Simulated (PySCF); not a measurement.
## Polarisability and C₆ of I⁺ (iodine, charge +1)

[Kr] 4d10 5s2 5p4, high-spin 3P determinant. Calculation: PySCF 2.14, in ANO-RCC-VTZP (7s6p4d2f1g, 68 functions); scalar relativity by spin-free X2C-1e. Coupled (time-dependent) response in atomic units; α is the mean over directions. The basis has no added diffuse functions, which lowers α and C₆.

| method | mean α (bohr³) | α xx, yy, zz | C₆ (like pair) | S(−4) |
| --- | --- | --- | --- | --- |
| UHF | 16.40 | 16.23, 16.74, 16.23 | 143.7 | 38.22 |
| PBE | 16.62 | 16.26, 17.33, 16.26 | 145.8 | 39.62 |
| PBE0 | 16.50 | 16.20, 17.09, 16.20 | 144.3 | 38.94 |
| M06 | 17.03 | 16.48, 18.11, 16.48 | 149.1 | 42.08 |
| PBEsol | 16.48 | 16.14, 17.17, 16.14 | 144.1 | 39.08 |

S(−4) is the Cauchy moment in α(ω) = α(0) + S(−4) ω² + …

Spin-orbit coupling is absent.

α(iu) at PBE0:

```tsv
u (hartree)	α(iu) (bohr³)
0	16.50
0.0500	16.40
0.100	16.12
0.200	15.09
0.300	13.67
0.500	10.61
0.750	7.545
1.00	5.517
1.50	3.327
2.00	2.273
3.00	1.303
5.00	0.6136
```

A single London oscillator, α(iu) = α/(1 + u²/ω²), gives C₆ = (3/4) ω α². Matching the computed C₆ needs ω = 4 × 144.3 / (3 × 16.50²) = 0.707 hartree.

For an ion, C₆ is the dispersion term alone; charge-induced terms of lower order in 1/R come first.

The components differ because the open shell of this determinant is not spherical; for a pure term their mean is the scalar polarisability.
